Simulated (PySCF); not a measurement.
Si(H)(I)2(Me) (CH₄I₂Si), SMILES I[SiH](I)C.

Geometry optimised at B3LYP-D3(BJ)/def2-SVP. The def2 effective core potentials stand for the cores of I; spin–orbit coupling is left out.

Method: PBE/def2-TZVP in PySCF.

Gas-phase values at a fixed geometry.

Problem. Estimate the frontier levels, gap, dipole moment and polarisability. (Estimate from the structure and the level; the computed values follow.)

Solution. 
```yaml
highest_occupied_level: -6.44 eV
lowest_empty_level: -2.10 eV
orbital_gap: 4.35 eV
dipole_moment: 1.79 D
quadrupole, principal values (traceless, Buckingham form, about the centre of nuclear charge): -2.80, -2.09, 4.89 D·Å
mean_static_polarisability: 106.1 bohr³ (15.72 Å³)
polarisability_principal_values: 80.9, 102.0, 135.5 bohr³
```
